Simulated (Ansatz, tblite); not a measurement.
Cost and result up the ladder for (NaOH)2 ring (Na₂O₂H₂) (6 atoms). Total charge 0; singlet. Geometry: r2SCAN-D4/def2-TZVP.

```xyz
6

Na   -0.912    1.080   -0.064
O    -1.189   -1.016   -0.208
Na    0.912   -1.080    0.064
O     1.189    1.016    0.208
H    -1.910   -1.632   -0.333
H     1.910    1.632    0.334
```

Ansatz on 4 threads of Intel Xeon on a shared host; xTB runs through tblite on one thread. Times are rough, summed over both states, and most runs start from the orbitals of an earlier one. CCSD(T)/def2-TZVPP serves as the yardstick here, not as an exact answer. The other state is a doublet.

The xTB rows come from tblite. Correlated methods freeze 4 core orbitals; core or outer-core shells of Na are correlated, in sets that lack core-valence functions.

Raw xTB energies of ions are shifted by several eV.

```
                            level  functions  wall time  vertical IE (eV)  difference from CCSD(T)/def2-TZVPP (eV)
                         GFN2-xTB         18    0.009 s             12.24                                     3.53
                         GFN1-xTB         20    0.014 s             13.06                                     4.34
                 PBE-D4/def2-TZVP        138      3.9 s              7.66                                    -1.05
r2SCAN-D4/def2-TZVP (with forces)        138      6.6 s              7.72                                    -1.00
                PBE0-D4/def2-TZVP        138      7.3 s              8.01                                    -0.71
               CCSD(T)/def2-TZVPP        154    2.8 min              8.71                                     0.00
```
